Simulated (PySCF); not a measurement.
H$_{3}$InSe$_{2}$, singlet, at a GFN2-xTB geometry (such geometries of metal compounds can be far from the true shape) (core potentials on In).

PySCF was given this input:
```python
from pyscf import gto, scf, dft

mol = gto.M(
    atom='''
In   -0.462177   -0.450168    0.241914
H    -1.632718   -1.590292    0.854601
Se    1.722051   -0.138020    1.460866
H     1.376327   -1.110843    2.469540
Se   -0.981531    0.859297   -1.848470
H    -2.274580    0.235930   -1.999374
''',
    basis='def2-svpd',
    ecp={'In': 'def2-svpd'},
    charge=0,
    spin=0,
    verbose=4,
    max_memory=1800,
)

mf = dft.RKS(mol)
mf.xc = 'pbe'
mf = mf.density_fit(auxbasis='def2-universal-jkfit')
mf.kernel()
```

Problem. What does this run give for the total energy, Mulliken (on the basis functions themselves) charges in atom order, nuclear repulsion energy, HOMO energy, HOMO-LUMO gap?

Solution. 
| Item | Value |
|---|---|
| total energy | -4993.7963 Eh |
| Mulliken (on the basis functions themselves) charges in atom order | In1 0.61, H2 0.03, Se3 -0.44, H4 0.12, Se5 -0.44, H6 0.12 |
| nuclear repulsion energy | 494.8808 Eh |
| HOMO energy | -6.01 eV |
| HOMO-LUMO gap | 3.68 eV |
